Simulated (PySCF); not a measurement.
# Molybdenum: a sound run and one with changed settings

Sound run: Mo²⁺ [Kr] 4d4, Mo³⁺ [Kr] 4d3. Calculation: PySCF 2.14, in aug-cc-pVDZ-PP with ECP28MDF (5s5p4d2f, 54 functions); a scalar-relativistic core potential. In the sound run the correlated levels freeze 4s2 4p6 outside the core potential. The sound run starts from symmetry-adapted Hartree-Fock orbitals and uses a fine grid where one is needed.

A second run was set up differently.

```
species  method  sound run (hartree)  changed run (hartree)  converged
   Mo²⁺     UHF            -66.55790              -66.55790         no
   Mo²⁺    TPSS            -66.99756              -66.99833         no
   Mo²⁺  r2SCAN            -67.04535              -67.04635         no
   Mo³⁺     UHF            -65.59917              -65.59917        yes
   Mo³⁺    TPSS            -66.00669              -66.00669        yes
   Mo³⁺  r2SCAN            -66.04905              -66.04905        yes
   Mo³⁺     MP2            -65.60873              -65.60873        yes
```

What was changed?
A. minimal basis
B. level shift left on
C. angular grid far too coarse
D. too few SCF iterations

D. It used initial guess minao, at most 8 SCF cycles. The SCF was stopped early; the energies are upper bounds that still move, and correlated levels were skipped or rest on poor orbitals.
